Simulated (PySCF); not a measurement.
AlH₃Se. Atoms are numbered in the order given.

```xyz
5

Al     0.0033    -1.5924     0.0000
H     -1.3976    -2.3193     0.0000
H      1.3960    -2.3369     0.0000
Se    -0.0431     0.7221     0.0000
H      1.4230     0.8062     0.0000
```

Geometry: r2SCAN-D4/def2-TZVP.

Vertical ionisation energy (IE) and electron affinity (EA) in eV. Rows of orbital energies are one-electron estimates. Where ΔSCF, EOM or ADC give a negative EA the extra electron is unbound and the value depends on the basis.

```csv
level,IE,EA
"−ε(HOMO), −ε(LUMO), M06-2X/def2-TZVPD (PySCF)",8.49,0.93
"−ε(HOMO), −ε(LUMO), ωB97X/def2-TZVPD (PySCF)",9.68,-0.35
ADC(2)/aug-cc-pVDZ (PySCF),9.30,-0.06
```

Beyond the first one, list the lowest photoelectron lines from ADC(2)/aug-cc-pVDZ (PySCF) with their pole strengths (two spins summed). (The exact figures need the calculation; the answer reports its results.)

10.44 eV (1.83), 11.40 eV (1.85), 13.11 eV (1.81), 14.66 eV (1.82).
